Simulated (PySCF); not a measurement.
C₇H₁₂OPS (charge +1).
Geometry (GFN2-xTB, Å), atoms numbered from 1 in this order:
```
atom  x, y, z in Å
C1     3.2892    1.0712   -0.3801
S2     1.8263    1.4849    0.6065
C3     1.3742   -0.1973    1.1927
P4     0.1884   -0.8512   -0.0286
C5    -0.2928   -2.5612    0.2811
C6    -1.2545    0.1728   -0.0907
C7    -1.5325    1.4211   -0.5940
C8    -2.8787    1.6694   -0.2652
C9    -3.3183    0.5657    0.4102
O10   -2.3506   -0.3436    0.5235
H11    4.0594    0.6573    0.2636
H12    3.6363    2.0078   -0.8046
H13    3.0327    0.3810   -1.1802
H14    0.8873   -0.0987    2.1658
H15    2.2642   -0.8204    1.2867
H16    0.8177   -0.7666   -1.2530
H17   -0.9639   -2.9063   -0.5060
H18    0.5935   -3.1955    0.3114
H19   -0.8121   -2.6134    1.2401
H20   -0.8603    2.0660   -1.1224
H21   -3.4436    2.5474   -0.5000
H22   -4.2727    0.3291    0.8396
```

Probes without a nucleus sit at each ring's centroid and 1 Å off its mean plane on both sides; NICS is minus the shielding there, NICSzz its component along the normal. Level: GIAO PBE0/pcSseg-1 (PySCF, non-relativistic, gas phase) on the GFN2-xTB geometry, one conformer.

Ring bond lengths (Å), with Mayer bond orders in brackets: C6–C7 1.374 (1.48), C7–C8 1.408 (1.32), C8–C9 1.367 (1.56), C9–O10 1.333 (1.11), O10–C6 1.358 (1.01).

**Question.** Give the NICS values of each ring in ppm.

**Answer.** 
| ring | type | NICS(0) | NICS(1), two faces | NICS(1)zz, two faces | rms pucker (Å) | centre to ring atoms, mean (Å) |
| --- | --- | --- | --- | --- | --- | --- |
| C6–C7–C8–C9–O10 | 5-membered ring with O; formal bonds all aromatic | -12.0 | -10.8 / -10.8 | -26.5 / -27.6 | 0.00 | 1.16 |

**Question.** What can be read from them?

**Answer.** 
- C6–C7–C8–C9–O10: mean NICS(1)zz -27.0 ppm, shielded. The ring is flat and has no four-coordinate atom; by the NICS criterion it is aromatic.

**Question.** What does the geometric index give? HOMA = 1 − mean of α(R − Ropt)² over the ring bonds, with Krygowski's 1993 parameters (CC: Ropt 1.388 Å, α 257.7 Å⁻²; CO: Ropt 1.265 Å, α 157.38 Å⁻²).

**Answer.** 
- C6–C7–C8–C9–O10: HOMA 0.53; the largest term is that of O10–C6, α(R − Ropt)² = 1.37.

**Question.** What is the mean of the two in-plane components of NICS at the second NICS(1) probe listed for ring C6–C7–C8–C9–O10, 1 Å off the ring?

**Answer.** The isotropic value is a third of the trace: (3 × -10.8 − (-27.6))/2 = -2.4 ppm.

**Question.** List the ring angles and the Hirshfeld charges of the ring atoms.

**Answer.** 
- C6–C7–C8–C9–O10: C6 110.3° (-0.014 e), C7 105.6° (-0.040 e), C8 106.3° (-0.052 e), C9 111.1° (+0.061 e), O10 106.7° (-0.042 e); sum 540.0° against 540° for a flat convex ring.

**Question.** What are the shieldings of the ring atoms and their hydrogens in the same run (means over atoms taken as equivalent)?

**Answer.** 
```csv
atoms,environment,σ isotropic (ppm),"principal values of the symmetric part, first atom (ppm)"
C6,substituted aromatic carbon,60.0,"-1.8, 76.9, 104.9"
C7,aromatic CH carbon,43.8,"-53.0, 27.5, 157.0"
C8,aromatic CH carbon,63.3,"-18.6, 48.6, 160.1"
C9,aromatic CH next to a ring oxygen,23.7,"-57.7, 20.5, 108.2"
O10,furan-type oxygen,28.8,"-117.5, -52.0, 255.9"
H20,aromatic hydrogen,23.32,"20.2, 22.2, 27.5"
H21,aromatic hydrogen,24.25,"21.6, 24.8, 26.3"
H22,aromatic hydrogen,23.32,"19.9, 24.2, 25.9"
```

The run took 93 s on an Arm Neoverse N1 with one thread, no GPU, shared host, and the process peaked at 1.1 GiB of memory. This is the whole shielding run at PBE0/pcSseg-1, SCF included.
